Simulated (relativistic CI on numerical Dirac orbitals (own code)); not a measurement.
# Pt³⁺: sensitivity of the levels to the model

Base calculation: Dirac-Coulomb-Breit CI, KLI orbitals optimised for each configuration, a model potential for QED, valence Slater integrals scaled by 0.85, P86 correlation energy added to each configuration.

CI space (outside the closed core [Kr] 4d10 4f14 5s2): 5p6.5d7, 5p6.5d6.6s, 5p6.5d6.6p, 5p6.5d6.5f, 5p6.5d5.6s.6p, 5p6.5d6.6d, 5p6.5d6.7s, 5p6.5d6.7p, 5p6.5d6.8s, 5p6.5d6.7d, 5p5.5d8, 5p6.5d6.6f, 5p6.5d6.8p, 5p6.5d6.5g, 5p6.5d6.8d, 5p6.5d5.5f.6s, 5p6.5d5.6p.7s, 5p6.5d5.6s2, 5p6.5d4.6s2.6p, 5p6.5d4.5f.6s2, 5p6.5d4.6s2.6d, 5p6.5d4.6s2.7s, 5p6.5d4.6s2.7p, 5p6.5d5.6s.7s, 5p6.5d4.6s.6p.7s, 5p6.5d4.5f.6s.7s, 5p6.5d4.6s.6d.7s, 5p6.5d4.6s.7s2, 5p6.5d4.6s.7s.7p. Double excitations out of closed p, d and f shells are left out; levels of such configurations are missing from the list, as are those of other unlisted configurations, and high levels can miss mixing partners.

The lowest level and the first level of each name with at least 55 % of one term (blank where a level has no safe partner in the second run):

```
             Level  Base (cm⁻¹)  Shift (cm⁻¹)
    5p6.5d7 4F_9/2          0.0           0.0
    5p6.5d7 4F_7/2       8760.6        +121.0
    5p6.5d7 4F_5/2      10234.3        +201.4
    5p6.5d7 4P_5/2      16222.1        +406.5
    5p6.5d7 2G_9/2      17872.7         -54.9
    5p6.5d7 4P_1/2      19803.4        +275.9
   5p6.5d7 2H_11/2      24004.4         -24.0
    5p6.5d7 2G_7/2      24152.5         -21.1
    5p6.5d7 2D_5/2      27815.8        +191.3
    5p6.5d7 2P_1/2      32365.1         +86.8
    5p6.5d7 2F_5/2      33043.4        +221.5
    5p6.5d7 2H_9/2      33259.8         +52.6
    5p6.5d7 2F_7/2      39045.2        +213.6
 5p6.5d6.6s 6D_9/2      49832.2        -432.9
 5p6.5d6.6s 6D_7/2      55384.5        -419.5
 5p6.5d6.6s 6D_3/2      59019.2        -390.1
 5p6.5d6.6s 6D_1/2      60241.8        -397.9
5p6.5d6.6s 4H_11/2      72999.5        -274.7
5p6.5d6.6s 4H_13/2      73523.5        -412.2
 5p6.5d6.6s 4D_1/2      76406.2        +439.4
 5p6.5d6.6s 4F_3/2      79938.3        -107.7
5p6.5d6.6s 2I_13/2      92059.4        -318.4
```

For a near-neutral ion this model can misplace configurations by up to about 10,000 cm⁻¹ (more where the count of f electrons changes) and terms by 10 to 25 % of their spread. Rates follow the energies as ν³ (E1, M1) or ν⁵ (E2), so they and the lifetimes can be off by large factors. The fine structure of a lone outer electron comes out too small, for d and f at times inverted, and misplaced configurations move strength between like terms.

Question: One thing was changed in a second run, which moved the levels as shown. Which?
A. only the first 3 configurations
B. self-excluded LDA correlation estimate
C. QED terms removed
D. no correlation estimate
E. Breit term removed

Answer: A. Only the first 3 configurations. With fewer configurations the levels that remain lose their mixing partners.

LS names give the leading component of a level, which can be under half, so a name can repeat, a term be missing and a line seem to break the LS rules.
